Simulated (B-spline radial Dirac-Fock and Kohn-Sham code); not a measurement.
Method: Dirac-Fock (average of configuration) total-energy differences with a finite nucleus, the Breit interaction including its frequency dependence, and self-energy and vacuum-polarisation corrections. Computed with a B-spline atomic structure program. Free neutral atoms.

Q: Order these X-ray lines by photon energy, lowest first.
A. Bi Mα1
B. Hf Mγ
C. P Kα1
D. Zr Lβ3
E. Zn Lα2
F. As Lα2

A: E (1013.6 eV), F (1283.2 eV), B (1897.4 eV), C (2014.5 eV), D (2204.2 eV), A (2425.2 eV).
